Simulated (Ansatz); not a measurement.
Species: [Ta(=O)(F)3] (charge 0, multiplicity 1).

Question: Give a relaxed geometry from PBE-D3(BJ)/def2-SVP in Ansatz (an electronic-structure program).

Answer: the end point of this relaxation.
Z-matrix (Å, degrees):
```
Ta
O 1 1.7282
F 1 1.8868 2 106.45
F 1 1.8868 2 106.45 3 -119.98
F 1 1.8869 2 106.45 4 -120.01
```
